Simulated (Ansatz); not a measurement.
Ansatz (an electronic-structure program) input (SVWN5/6-31G* with LANL2DZ past Ar): The .json file joins the Basis Set Exchange's 6-31G* for atoms up to Ar and LANL2DZ past it.

Ansatz 0.2 input:
```yaml
crystal:
  periodic: [false, false, false]
  atoms:
    - {symbol: In, position_ang: [-0.13683600, -0.18693400, -0.23208100]}
    - {symbol: O, position_ang: [0.64354300, 0.98234700, 1.27948700]}
    - {symbol: H, position_ang: [1.55663100, 1.30096800, 1.13609200]}
basis:
  gaussian:
    orbitals: 6-31Gs+LANL2DZ.json
hamiltonian:
  xc: {name: SVWN5}
total_charge: 1
magnetization: {spin_polarized: true, initial_magnetization: 1}
output: {forces: true}
```

Output:

```
Functional definition: SVWN5
integrals: 0.01 GiB planned
279 factors; integrals over basis functions are off by at most 7.1e-4 eV
mean field: 0.06 GiB planned
mean field evaluation 1: about -2062.5080 eV, gradient 8.3e1 eV
mean field evaluation 2: about -1832.2859 eV, gradient 1.3e2 eV
mean field evaluation 4: about -2079.0327 eV, gradient 4.1e1 eV
mean field evaluation 8: about -2091.1011 eV, gradient 3.3e-1 eV
mean field evaluation 16: about -2091.1015 eV, gradient 5.3e-5 eV
mean field evaluation 32: about -2091.0511 eV, gradient 2.5e0 eV
mean field -2091.10145905 eV, -76.8465612207 hartree, gradient 5.4e-5 eV, S^2 0.753182; 5 other end points of the search recorded, 0 dependent functions left out
the calculation of the forces begins
reference -2091.10148990 eV, -76.8465623542 hartree; 6, 5 occupied and 19, 20 virtual orbitals, 279 factors
Total energy: -2091.10148990 eV, -76.8465623542 hartree
Atom 0 at    -0.136836    -0.186934    -0.232081 Å, force     0.567430     0.890905     1.173235 eV/Å
Atom 1 at     0.643543     0.982347     1.279487 Å, force    -1.115466    -1.116923    -1.150535 eV/Å
Atom 2 at     1.556631     1.300968     1.136092 Å, force     0.548035     0.226018    -0.022700 eV/Å
Dipole moment:     0.105816    -0.146412    -0.350625 e Å
```

The dipole moment of an ion depends on the origin.

The geometry given is a B3LYP-D3(BJ)/def2-TZVP minimum.
